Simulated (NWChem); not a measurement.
Program: NWChem. System: H4PbSSi, charge 0, spin multiplicity 1, displaced from the optimised geometry. The structure started from a generated list of species. Level: PBE0/def2-SVP with def2 effective core potentials on Pb.

The NWChem input:

```
start mol
memory heap 200 mb stack 800 mb global 1000 mb
geometry units angstroms nocenter noautoz
  Pb     0.568558    -0.077865     0.000000
  S     -1.466995    -1.717025     0.000000
  H     -0.696489    -2.877056     0.000000
  Si    -1.260078     2.079705     0.000000
  H     -1.036326     2.981402     1.232309
  H     -2.739604     1.655730     0.000000
  H     -1.036326     2.981402    -1.232309
  symmetry group Cs
end
basis spherical
  * library def2-svp
end
ecp
  Pb library def2-ecp
end
dft
  xc pbe0
  semidirect memsize 60000000 filesize 0
  iterations 100
  tolerances tight
end
task dft gradient
```

NWChem printed:

```
             Northwest Computational Chemistry Package (NWChem) 7.3.0
             --------------------------------------------------------

                                NWChem Input Module
                                -------------------

 Scaling coordinates for geometry "geometry" by  1.889725989
 (inverse scale =  0.529177249)

 Turning off AUTOSYM since
 SYMMETRY directive was detected!

                             Geometry "geometry" -> ""
                             -------------------------

 Output coordinates in angstroms (scale by  1.889725989 to convert to a.u.)

  No.       Tag          Charge          X              Y              Z
 ---- ---------------- ---------- -------------- -------------- --------------
    1 Pb                  82.0000     0.56855800    -0.07786500     0.00000000
    2 S                   16.0000    -1.46699500    -1.71702500     0.00000000
    3 H                    1.0000    -0.69648900    -2.87705600     0.00000000
    4 Si                  14.0000    -1.26007800     2.07970500     0.00000000
    5 H                    1.0000    -1.03632600     2.98140200     1.23230900
    6 H                    1.0000    -2.73960400     1.65573000     0.00000000
    7 H                    1.0000    -1.03632600     2.98140200    -1.23230900

 Effective nuclear repulsion energy (a.u.)     589.7517631138

            Nuclear Dipole moment (a.u.)
            ----------------------------
        X                 Y               Z
 ---------------- ---------------- ----------------
    -0.0000018897     0.0000340151     0.0000000000

      Symmetry information
      --------------------

 Group name             Cs
 Group number              2
 Group order               2
 No. of unique centers     6

      Symmetry unique atoms

     1    2    3    4    5    6


 Summary of "ao basis" -> "" (spherical)
 ------------------------------------------------------------------------------
       Tag                 Description            Shells   Functions and Types
 ---------------- ------------------------------  ------  ---------------------
[...]
          Spin multiplicity:     1
          Use of symmetry is: on ; symmetry adaption is: on
          Maximum number of iterations: 100
          AO basis - number of functions:    82
                     number of shells:    38
          Convergence on energy requested:  1.00D-06
          Convergence on density requested:  1.00D-05
          Convergence on gradient requested:  5.00D-04

              XC Information
              --------------
                         PBE0 Method XC Functional
                     Hartree-Fock (Exact) Exchange  0.250
          PerdewBurkeErnzerhof Exchange Functional  0.750
            Perdew 1991 LDA Correlation Functional  1.000 local
           PerdewBurkeErnz. Correlation Functional  1.000 non-local

             Grid Information
             ----------------
          Grid used for XC integration:  medium
          Radial quadrature: Mura-Knowles
          Angular quadrature: Lebedev.
          Tag              B.-S. Rad. Rad. Pts. Rad. Cut. Ang. Pts.
          ---              ---------- --------- --------- ---------
          Pb                  1.80      123          11.0       590
          S                   1.00       88          12.0       590
          H                   0.35       45          14.0       434
          Si                  1.10       88          12.0       590
          Grid pruning is: on
          Number of quadrature shells:   434
          Spatial weights used:  Erf1

          Convergence Information
          -----------------------
          Convergence aids based upon iterative change in
          total energy or number of iterations.
          Levelshifting, if invoked, occurs when the
          HOMO/LUMO gap drops below (HL_TOL):  1.00D-02
          DIIS, if invoked, will attempt to extrapolate
          using up to (NFOCK): 10 stored Fock matrices.

                    Damping( 0%)  Levelshifting(0.5)       DIIS
                  --------------- ------------------- ---------------
          dE  on:    start            ASAP                start
          dE off:    2 iters        100 iters           100 iters

      Screening Tolerance Information
      -------------------------------
          Density screening/tol_rho:  1.00D-10
          AO Gaussian exp screening on grid/accAOfunc:  14
          CD Gaussian exp screening on grid/accCDfunc:  20
          XC Gaussian exp screening on grid/accXCfunc:  20
          Schwarz screening/accCoul:  1.00D-08

                            NWChem DFT Gradient Module
                            --------------------------

  charge          =   0.00
  wavefunction    = closed shell

  Using symmetry

                         DFT ENERGY GRADIENTS

    atom               coordinates                        gradient
                 x          y          z           x          y          z
   1 Pb      1.074419  -0.147144   0.000000    0.016126   0.002135   0.000000
   2 S      -2.772219  -3.244707   0.000000   -0.020422   0.006554   0.000000
   3 H      -1.316173  -5.436847   0.000000    0.009914  -0.015350   0.000000
   4 Si     -2.381202   3.930073   0.000000    0.003521  -0.005181   0.000000
   5 H      -1.958372   5.634033   2.328726    0.001758   0.007559   0.010059
   6 H      -5.177101   3.128876   0.000000   -0.012656  -0.003274   0.000000
   7 H      -1.958372   5.634033  -2.328726    0.001758   0.007559  -0.010059

                 ----------------------------------------
                 |  Time  |  1-e(secs)   |  2-e(secs)   |
                 ----------------------------------------
                 |  CPU   |       0.03   |       4.73   |
                 ----------------------------------------
                 |  WALL  |       0.03   |       4.73   |
                 ----------------------------------------

 Task  times  cpu:        8.5s     wall:        8.5s

 Total times  cpu:        8.5s     wall:        8.5s
```
